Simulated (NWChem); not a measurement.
Species: VOF2 cation; SMILES [O]=[V+]([F])[F]

All runs: NWChem. Pople sets run with spherical d functions. The geometry was optimised at PBE0/def2-SVP. This spin state was assumed; another may lie lower. Field at 589 nm.

### Question
Among these, which level gives the highest value of “isotropic polarisability (bohr³)”?
A) B3LYP/def2-SVP
B) B3LYP/def2-SVPD
C) B3LYP/6-31G*

### Answer
B, B3LYP/def2-SVPD. Values: B3LYP/def2-SVP 22.0; B3LYP/6-31G* 22.5; B3LYP/def2-SVPD 26.5
